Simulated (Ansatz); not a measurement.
Ansatz (a first-principles code) input (B3LYP-D3(BJ)/def2-TZVP):

Ansatz 0.2 input:
```yaml
crystal:
  periodic: [false, false, false]
  atoms:
    - {symbol: Cu, position_ang: [0.00000000, 0.00000000, 0.00000000]}
    - {symbol: Br, position_ang: [0.00000000, 0.00000000, 2.22422770]}
    - {symbol: Br, position_ang: [-0.00000000, -0.00000000, -2.22422770]}
basis:
  gaussian:
    orbitals: def2-TZVP
hamiltonian:
  xc: b3lyp
  dispersion: d3bj
magnetization: {spin_polarized: true, initial_magnetization: 1}
phonons: {temperatures: {t_min: 298.15, t_max: 298.15, t_step: 100}}
```

Output:

```
Functional definition: B3LYP
integrals: 0.10 GiB planned
1172 factors; integrals over basis functions are off by at most 1.8e-4 eV
mean field: 1.56 GiB planned
mean field evaluation 1: about -184736.1140 eV, gradient 3.3e1 eV
mean field evaluation 2: about -184677.2109 eV, gradient 1.9e2 eV
mean field evaluation 4: about -184738.2379 eV, gradient 9.3e0 eV
mean field evaluation 8: about -184738.4317 eV, gradient 3.8e-1 eV
mean field evaluation 16: about -184738.5050 eV, gradient 7.6e-5 eV
mean field evaluation 32: about -184738.5050 eV, gradient 1.2e-3 eV
mean field -184738.50503851 eV, -6789.0148399090 hartree, gradient 6.2e-6 eV, S^2 0.754562; 4 other end points of the search recorded, 0 dependent functions left out
the calculation of the forces begins
reference -184738.50526739 eV, -6789.0148483204 hartree; 50, 49 occupied and 91, 92 virtual orbitals, 1172 factors
these checks for a lower state are left out or cut short: stability, starts, cluster_reference, orbital_swaps, neighbouring_geometries, increment
integrals: 0.10 GiB planned
1172 factors; integrals over basis functions are off by at most 1.8e-4 eV
mean field: 1.56 GiB planned
mean field -184738.50503491 eV, -6789.0148397767 hartree, gradient 2.3e-6 eV, S^2 0.754562; 0 other end points of the search recorded, 0 dependent functions left out
the calculation of the forces begins
reference -184738.50526379 eV, -6789.0148481881 hartree; 50, 49 occupied and 91, 92 virtual orbitals, 1172 factors
these checks for a lower state are left out or cut short: stability, starts, cluster_reference, orbital_swaps, neighbouring_geometries, increment
integrals: 0.10 GiB planned
1172 factors; integrals over basis functions are off by at most 1.8e-4 eV
mean field: 1.56 GiB planned
mean field -184738.50503491 eV, -6789.0148397767 hartree, gradient 2.3e-6 eV, S^2 0.754562; 0 other end points of the search recorded, 0 dependent functions left out
the calculation of the forces begins
reference -184738.50526379 eV, -6789.0148481881 hartree; 50, 49 occupied and 91, 92 virtual orbitals, 1172 factors
these checks for a lower state are left out or cut short: stability, starts, cluster_reference, orbital_swaps, neighbouring_geometries, increment
integrals: 0.10 GiB planned
1172 factors; integrals over basis functions are off by at most 1.8e-4 eV
mean field: 1.56 GiB planned
mean field evaluation 64: about -184738.4315 eV, gradient 2.8e-1 eV
mean field -184738.50503725 eV, -6789.0148398626 hartree, gradient 2.2e-6 eV, S^2 0.754562; 0 other end points of the search recorded, 0 dependent functions left out
the calculation of the forces begins
reference -184738.50526613 eV, -6789.0148482741 hartree; 50, 49 occupied and 91, 92 virtual orbitals, 1172 factors
these checks for a lower state are left out or cut short: stability, starts, cluster_reference, orbital_swaps, neighbouring_geometries, increment
integrals: 0.10 GiB planned
1172 factors; integrals over basis functions are off by at most 1.8e-4 eV
mean field: 1.56 GiB planned
mean field -184738.50503725 eV, -6789.0148398626 hartree, gradient 2.1e-6 eV, S^2 0.754562; 0 other end points of the search recorded, 0 dependent functions left out
the calculation of the forces begins
reference -184738.50526613 eV, -6789.0148482741 hartree; 50, 49 occupied and 91, 92 virtual orbitals, 1172 factors
these checks for a lower state are left out or cut short: stability, starts, cluster_reference, orbital_swaps, neighbouring_geometries, increment
integrals: 0.10 GiB planned
1172 factors; integrals over basis functions are off by at most 1.8e-4 eV
mean field: 1.57 GiB planned
mean field -184738.50496784 eV, -6789.0148373120 hartree, gradient 1.5e-6 eV, S^2 0.754562; 0 other end points of the search recorded, 0 dependent functions left out
the calculation of the forces begins
reference -184738.50519673 eV, -6789.0148457234 hartree; 50, 49 occupied and 91, 92 virtual orbitals, 1172 factors
these checks for a lower state are left out or cut short: stability, starts, cluster_reference, orbital_swaps, neighbouring_geometries, increment
integrals: 0.10 GiB planned
1172 factors; integrals over basis functions are off by at most 1.8e-4 eV
mean field: 1.56 GiB planned
mean field -184738.50496784 eV, -6789.0148373120 hartree, gradient 1.5e-6 eV, S^2 0.754562; 0 other end points of the search recorded, 0 dependent functions left out
the calculation of the forces begins
reference -184738.50519673 eV, -6789.0148457234 hartree; 50, 49 occupied and 91, 92 virtual orbitals, 1172 factors
these checks for a lower state are left out or cut short: stability, starts, cluster_reference, orbital_swaps, neighbouring_geometries, increment
integrals: 0.10 GiB planned
1172 factors; integrals over basis functions are off by at most 1.8e-4 eV
mean field: 1.56 GiB planned
mean field evaluation 96: about -184738.5050 eV, gradient 2.7e-6 eV
mean field -184738.50503763 eV, -6789.0148398767 hartree, gradient 2.2e-6 eV, S^2 0.754562; 0 other end points of the search recorded, 0 dependent functions left out
the calculation of the forces begins
reference -184738.50526652 eV, -6789.0148482881 hartree; 50, 49 occupied and 91, 92 virtual orbitals, 1172 factors
these checks for a lower state are left out or cut short: stability, starts, cluster_reference, orbital_swaps, neighbouring_geometries, increment
integrals: 0.10 GiB planned
1172 factors; integrals over basis functions are off by at most 1.8e-4 eV
mean field: 1.56 GiB planned
mean field -184738.50503763 eV, -6789.0148398767 hartree, gradient 2.2e-6 eV, S^2 0.754562; 0 other end points of the search recorded, 0 dependent functions left out
the calculation of the forces begins
reference -184738.50526652 eV, -6789.0148482881 hartree; 50, 49 occupied and 91, 92 virtual orbitals, 1172 factors
these checks for a lower state are left out or cut short: stability, starts, cluster_reference, orbital_swaps, neighbouring_geometries, increment
integrals: 0.10 GiB planned
1172 factors; integrals over basis functions are off by at most 1.8e-4 eV
mean field: 1.56 GiB planned
mean field -184738.50503821 eV, -6789.0148398982 hartree, gradient 2.5e-6 eV, S^2 0.754562; 0 other end points of the search recorded, 0 dependent functions left out
the calculation of the forces begins
reference -184738.50526710 eV, -6789.0148483096 hartree; 50, 49 occupied and 91, 92 virtual orbitals, 1172 factors
these checks for a lower state are left out or cut short: stability, starts, cluster_reference, orbital_swaps, neighbouring_geometries, increment
integrals: 0.10 GiB planned
1172 factors; integrals over basis functions are off by at most 1.8e-4 eV
mean field: 1.56 GiB planned
mean field -184738.50503821 eV, -6789.0148398982 hartree, gradient 2.5e-6 eV, S^2 0.754562; 0 other end points of the search recorded, 0 dependent functions left out
the calculation of the forces begins
reference -184738.50526710 eV, -6789.0148483096 hartree; 50, 49 occupied and 91, 92 virtual orbitals, 1172 factors
these checks for a lower state are left out or cut short: stability, starts, cluster_reference, orbital_swaps, neighbouring_geometries, increment
integrals: 0.10 GiB planned
1172 factors; integrals over basis functions are off by at most 1.8e-4 eV
mean field: 1.56 GiB planned
mean field -184738.50507978 eV, -6789.0148414257 hartree, gradient 1.9e-6 eV, S^2 0.754562; 0 other end points of the search recorded, 0 dependent functions left out
the calculation of the forces begins
reference -184738.50530870 eV, -6789.0148498384 hartree; 50, 49 occupied and 91, 92 virtual orbitals, 1172 factors
these checks for a lower state are left out or cut short: stability, starts, cluster_reference, orbital_swaps, neighbouring_geometries, increment
integrals: 0.10 GiB planned
1172 factors; integrals over basis functions are off by at most 1.8e-4 eV
mean field: 1.56 GiB planned
mean field evaluation 128: about -184738.5049 eV, gradient 9.3e-2 eV
mean field -184738.50492514 eV, -6789.0148357427 hartree, gradient 1.9e-6 eV, S^2 0.754563; 0 other end points of the search recorded, 0 dependent functions left out
the calculation of the forces begins
reference -184738.50515399 eV, -6789.0148441529 hartree; 50, 49 occupied and 91, 92 virtual orbitals, 1172 factors
Total energy: -184738.66353688 eV, -6789.0206646168 hartree
Atom 0 at     0.000000     0.000000     0.000000 Å, force     0.000000     0.000000     0.000000 eV/Å
Atom 1 at     0.000000     0.000000     2.224228 Å, force    -0.000000    -0.000000     0.000852 eV/Å
Atom 2 at    -0.000000    -0.000000    -2.224228 Å, force    -0.000000    -0.000000    -0.000852 eV/Å
Dipole moment:     0.000000     0.000000    -0.000000 e Å
Vibrations: 49.27 83.09 199.64 367.87 cm⁻¹, zero-point energy 0.043386 eV
```

The spin state was set by rule; other spins were not relaxed.
